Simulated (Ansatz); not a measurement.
`[F][Ga]([F])[SeH]` + CH₄ → `[CH3][Ga]([F])[SeH]` + H–F at 600 K and 1 bar (formal exchange of groups at a Ga–F bond).

Program: Ansatz. Geometries: PBE0-D4/def2-TZVP. ΔE: electronic, gas phase. CCSD(T)/CBS adds triple-zeta CCSD(T) − MP2 to the extrapolated MP2 energy (def2 sets, frozen cores). This one scheme is used for every species. For Ga, Se outer-core shells are correlated without core-valence functions, which leaves a few kJ/mol of doubt a bond. Scalar relativity is left out up to krypton. Each species was taken in one conformer, which may not be the lowest.

```json
{"species": "`[F][Ga]([F])[SeH]`", "CCSD(T)/CBS energy (Eh)": "-4524.95394", "H − E (kJ/mol)": "78.3", "S (J/(mol·K))": "404.3"}
{"species": "CH₄", "CCSD(T)/CBS energy (Eh)": "-40.46206", "H − E (kJ/mol)": "140.4", "S (J/(mol·K))": "215.7"}
{"species": "`[CH3][Ga]([F])[SeH]`", "CCSD(T)/CBS energy (Eh)": "-4464.99266", "H − E (kJ/mol)": "178.0", "S (J/(mol·K))": "451.5"}
{"species": "H–F", "CCSD(T)/CBS energy (Eh)": "-100.39570", "H − E (kJ/mol)": "42.3", "S (J/(mol·K))": "194.0"}
```

H − E and S are ideal-gas, rigid-rotor, harmonic terms from PBE0-D4/def2-TZVP, for one conformer and one mirror image of each species. 1 Eh = 2625.50 kJ/mol, R = 8.31446 J/(mol·K).

Problem. By hand: ΔE, ΔH, ΔS and ΔG.

Solution. ΔE = (-4464.99266) + (-100.39570) − (-4524.95394) − (-40.46206) = 0.02764 Eh = 72.6 kJ/mol. Δ(H − E) = 178.0 + 42.3 − 78.3 − 140.4 = 1.6, so ΔH = 74.2 kJ/mol. ΔS = 451.5 + 194.0 − 404.3 − 215.7 = 25.5 J/(mol·K). ΔG = 74.2 − 600 × (25.5)/1000 = 58.9 kJ/mol.

Problem. By hand: the equilibrium constant, and the temperature at which ΔG would vanish if ΔH and ΔS stayed fixed.

Solution. log₁₀ K = −ΔG/(RT ln 10) = -5.1. ΔG = 0 at ΔH/ΔS = 2910 K, far beyond where these terms or the molecules hold.

ΔH outweighs TΔS. A doubt of 5 kJ/mol in ΔE shifts log₁₀ K by 0.4 here. Other conformers and mirror images would add mixing entropy, several J/(mol·K) or more a flexible species. Modes under 60 cm⁻¹, often nearly free rotors, make the harmonic entropy too high. These are equilibria of isolated gas molecules and say nothing of rates. Largest T1 diagnostic: 0.013 (customary marks: 0.02 for closed shells, 0.045 for open ones).
